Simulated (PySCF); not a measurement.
Compound: C2H2BCl3.
Atom-mapped SMILES: `[Cl:1]/[CH:2]=[CH:3]/[B:4]([Cl:5])[Cl:6]` (hydrogens: H7 on C2; H8 on C3)

Theory: PBE0-D3(BJ)/def2-SVP geometry optimisation, gas phase (PySCF).

Q: What internal coordinates does the optimisation give?

A: 
```
          bond  length (pm)   order
        Cl1–C2        171.1  single
         C2=C3        134.2  double
         C3–B4        153.8  single
B4–Cl5, B4–Cl6        175.6  single
         C2–H7        109.4  single
         C3–H8        109.4  single
```

Bonds in one row agree within 1 pm and their mean is given. Orders are formal, as drawn. A selection of angles:
```
     angle  degrees
 Cl1–C2–C3    124.3
 Cl1–C2–H7    113.2
  C3–C2–H7    122.5
  C2–C3–B4    121.4
  C2–C3–H8    118.8
  B4–C3–H8    119.8
 C3–B4–Cl5    121.9
 C3–B4–Cl6    119.9
Cl5–B4–Cl6    118.2
```

Dihedral angles: Cl1–C2–C3–B4 180° (antiperiplanar); C2–C3–B4–Cl5 -1° (synperiplanar).

The 6 heavy atoms lie in one plane (0.004 Å rms). Of the pairs four or more bonds apart, Cl5···H7 is among the closest relative to their van der Waals radii: 2.76 Å, 94 % of the sum of Bondi's values. B4 (three-coordinate boron) is planar (angles 121.9°, 119.9° and 118.2°, sum 360.0°, 0.00 Å off the plane of its three neighbours).

Point group: Cs (tolerance 0.08 Å). No PBE0-D3(BJ)/def2-SVP frequencies stand behind this structure, so it isn't proved a minimum.
